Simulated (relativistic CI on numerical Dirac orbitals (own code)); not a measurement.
Dy⁴⁶⁺: q coefficients and field-shift factors

Calculated at this level of theory: Dirac-Coulomb-Breit CI, orbitals from a KLI potential per configuration, derivatives by finite differences, unscaled Slater integrals, QED left out (own radial code, finite nucleus).

CI space (outside the closed core [Ne]): 3s²3p⁶3d², 3s²3p⁵3d³, 3s3p⁶3d³, 3s²3p⁶3d4s, 3s²3p⁶3d4p, 3s²3p⁶4s². Double excitations out of closed p, d and f shells are left out; levels of such configurations are missing from the list, as are those of other unlisted configurations, and high levels can miss mixing partners.

With x = (α/α₀)² − 1 an excitation energy changes as ω = ω₀ + qx; K = 2q/ω₀ is the relative enhancement. Terms are leading LS components, so labels can repeat. The field-shift factor is F = δν/δ⟨r²⟩ for the transition from the lowest level.

Lowest level 3s²3p⁶3d² ³F2.

```
         Level  ω₀ (cm⁻¹)  q (cm⁻¹)  F (GHz/fm²)
 3s²3p⁶3d² ³P0     162389     20820        0.347
 3s²3p⁶3d² ³F3     328888    353300         5.82
 3s²3p⁶3d² ³P2     404436    352200         5.25
 3s²3p⁶3d² ¹G4     424360    362500         6.14
 3s²3p⁶3d² ³P1     436410    360700         5.15
 3s²3p⁶3d² ³F4     719894    696600         11.4
 3s²3p⁶3d² ³P2     773913    713200         11.1
 3s²3p⁶3d² ¹S0     958497    702100         12.4
3s²3p⁵3d³ ³D°2    1879250    108000         11.3
3s²3p⁵3d³ ⁵D°1    1904703    131000         11.4
3s²3p⁵3d³ ⁵D°0    1938728    126700         11.5
3s²3p⁵3d³ ³F°3    1957726    106600         11.5
3s²3p⁵3d³ ⁵F°3    2149484    440900         16.7
3s²3p⁵3d³ ⁵G°4    2186731    453700           17
3s²3p⁵3d³ ⁵S°2    2195219    458800         16.7
3s²3p⁵3d³ ³F°2    2214238    458600         16.5
3s²3p⁵3d³ ⁵D°1    2230165    459700         15.8
3s²3p⁵3d³ ³G°5    2245368    455600         17.3
3s²3p⁵3d³ ³G°3    2252280    453800         16.8
3s²3p⁵3d³ ³H°6    2261046    431300         17.1
3s²3p⁵3d³ ³F°4    2261180    452200           17
3s²3p⁵3d³ ³P°0    2264476    425600         16.4
3s²3p⁵3d³ ³G°4    2305830    453400         17.2
```

At this charge energies of transitions that change n are usually good to better than 1 %, and those within a shell (Δn = 0) to a few per cent.

(1) Which transition from the lowest level has the largest |K|?

Results:

(1) 3s²3p⁶3d² ³F3 at 328888 cm⁻¹, K = 2.15.
